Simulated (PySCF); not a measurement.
C2H11NSi2.
Bonds: C1–C2, C2–N3, N3–Si4, Si4–Si5. Hydrogens: H6, H7, H8 on C1; H9, H10 on C2; H11 on N3; H12, H13 on Si4; H14, H15, H16 on Si5.

The same species was optimised twice, with GFN2-xTB and with PBE0-D3(BJ)/def2-SVP (PySCF), and the same property calculations (PySCF, gas phase) were run on both structures.

| coordinate | GFN2-xTB | PBE0-D3(BJ)/def2-SVP | change |
| --- | --- | --- | --- |
| Si4–Si5 (Å) | 2.304 | 2.348 | +0.044 |
| Si4–H13 (Å) | 1.468 | 1.497 | +0.029 |
| Si4–H12 (Å) | 1.482 | 1.507 | +0.025 |
| C1–H7 (Å) | 1.087 | 1.101 | +0.014 |
| C1–H6 (Å) | 1.087 | 1.102 | +0.015 |
| C1–H8 (Å) | 1.088 | 1.102 | +0.014 |
| C2–H9 (Å) | 1.093 | 1.105 | +0.012 |
| N3–Si4 (Å) | 1.724 | 1.735 | +0.011 |
| C2–H10 (Å) | 1.097 | 1.105 | +0.008 |
| C1–C2 (Å) | 1.528 | 1.522 | -0.006 |
| N3–H11 (Å) | 1.010 | 1.015 | +0.005 |
| C2–N3 (Å) | 1.443 | 1.448 | +0.005 |
| N3–Si4–H13 (°) | 101.9 | 107.7 | +5.8 |
| Si5–Si4–H13 (°) | 115.7 | 110.3 | -5.4 |
| Si5–Si4–H12 (°) | 111.3 | 107.2 | -4.1 |
| H9–C2–H10 (°) | 108.0 | 105.2 | -2.8 |
| C2–N3–H11 (°) | 110.9 | 113.4 | +2.5 |
| N3–Si4–H12 (°) | 114.1 | 116.4 | +2.3 |
| C1–C2–N3 (°) | 113.5 | 115.0 | +1.5 |
| C2–N3–Si4 (°) | 123.8 | 125.0 | +1.2 |
| C1–C2–N3–Si4 (°) | 80 | 84 | +4 |
| C2–N3–Si4–Si5 (°) | 53 | 43 | -10 |

Rotational constants: A = 4755, B = 1553, C = 1351 MHz (GFN2-xTB) against A = 4449, B = 1562, C = 1326 MHz (PBE0-D3(BJ)/def2-SVP). Point groups within 0.08 Å: C1 and C1. End groups have turned between the structures, so H14, H15, H16 are left out of the comparison.

On the GFN2-xTB structure: lowest singlet, TDDFT (eV) 5.48 [wB97X-D/def2-SVPD]; lowest triplet, Tamm–Dancoff (eV) 5.22 [wB97X-D/def2-SVPD]; isotropic polarisability (au) 89.2 [wB97X-D/def2-SVPD]; HOMO (eV) -8.60 [wB97X-D/def2-SVPD]; LUMO (eV) 1.39 [wB97X-D/def2-SVPD]; dipole (D) 1.34 [wB97X-D/def2-SVPD].

Task: What do these properties become on the PBE0-D3(BJ)/def2-SVP structure?

Result: 
| property | level | on GFN2-xTB | on PBE0-D3(BJ)/def2-SVP | change |
| --- | --- | --- | --- | --- |
| lowest singlet, TDDFT (eV) | wB97X-D/def2-SVPD | 5.48 | 5.79 | +0.31 |
| lowest triplet, Tamm–Dancoff (eV) | wB97X-D/def2-SVPD | 5.22 | 5.51 | +0.29 |
| isotropic polarisability (au) | wB97X-D/def2-SVPD | 89.2 | 92.1 | +2.9 |
| HOMO (eV) | wB97X-D/def2-SVPD | -8.60 | -8.64 | -0.04 |
| LUMO (eV) | wB97X-D/def2-SVPD | 1.39 | 1.73 | +0.34 |
| dipole (D) | wB97X-D/def2-SVPD | 1.34 | 1.46 | +0.12 |
| energy, GFN2-xTB geometry as zero (kcal/mol) | wB97X-D/def2-SVPD | 0.0 | -3.7 | -3.7 |

The heavy atoms differ by 0.067 Å rms after alignment. Among the bonds compared Si4–Si5 changes most (+0.044 Å). Changes are differences of the printed values. Neither structure is proved a minimum here.

Shape of the structure used: `[CH3:1][CH2:2][NH:3][SiH2:4][SiH3:5]`: C1–C2–N3–Si4 84°, C2–N3–Si4–Si5 43°.

The pairwise dispersion term of wB97X-D wasn't added to the energies; at a given geometry it leaves orbitals and properties as they are.
